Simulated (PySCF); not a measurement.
## Peak assignment

Atom-mapped SMILES (the numbers label the heavy atoms): `[CH3:1][O:2][C@@H:3]1[C@@H:4]([Cl:5])[C@@H:6]1[O:7][SiH2:8][OH:9]`. Hydrogens are named by the atom that carries them. Ha(Si8) is pro-R; Hb(Si8) is pro-S.

- NMR shieldings at PBE0/pcSseg-1/GIAO
- geometry from GFN2-xTB
- program: PySCF 2.14.0 with density-fitted response routines
- in vacuum, one computed conformer, fast rotation and ring inversion assumed for equivalent nuclei, relativity neglected

Shifts are taken against calculated references (same method and geometry level): 13C, 1H against TMS.

Q: Assign these signals to the numbered atoms. 13C{1H} NMR (computed): δ 70.8, 63.9, 61.0, 41.0.

A: 
| δ (ppm) | atoms | environment | reason |
| --- | --- | --- | --- |
| 70.8 | C3 | three-membered-ring carbon | the inductive effect lowers its shielding |
| 63.9 | C6 | three-membered-ring carbon | – |
| 61.0 | C1 | methyl carbon bonded to O | the inductive effect lowers its shielding |
| 41.0 | C4 | three-membered-ring carbon | deshielded by the electronegative neighbour |

Q: Assign these signals to the numbered atoms. 1H NMR (300 MHz, computed): δ 4.89 (d, 1H), 4.63 (d, 1H), 3.76 (s, 3H), 3.73 (m, 1H), 3.30 (br s, 1H), 3.00 (m, 1H), 2.92 (m, 1H).

A: 
4.89 → Hb(Si8), hydrogen on a silicon bonded to 2 O
4.63 → Ha(Si8), hydrogen on a silicon bonded to 2 O
3.76 → H(C1), hydrogen on a methyl carbon bonded to O: its carbon carries O, an electronegative neighbour
3.73 → H(C6), hydrogen on a three-membered-ring carbon: its carbon carries O, an electronegative neighbour
3.30 → H(O9), hydrogen on an oxygen bonded to Si: exchangeable; this is the value without hydrogen bonding to other molecules
3.00 → H(C3), hydrogen on a three-membered-ring carbon: its carbon carries O, which withdraws density
2.92 → H(C4), hydrogen on a three-membered-ring carbon

H(C1) and H(C6); H(C3) and H(C4) lie closer than the usual error of such a calculation, so a measured spectrum could show them in the other order.

The OH or NH signal is concentration- and solvent-dependent in practice; the value given is the gas-phase one. Carbons that carry Cl, above all several Cl atoms, come out too deshielded, partly because spin–orbit coupling is missing. Shifts are as computed. Against solution values, carbons near 30 ppm lie about +3 ppm off and those near 130 ppm about +5 ppm; carbons on Cl a further +6 ppm. Of 1211 compounds with measured shifts, 218 miss one by over three times the rms of a fit or turn the order of signals round; such compounds aren't used in these exercises. Multiplicities follow the n + 1 count of equivalent neighbours, as no J values were calculated; m marks all less simple cases, F and P coupling included.
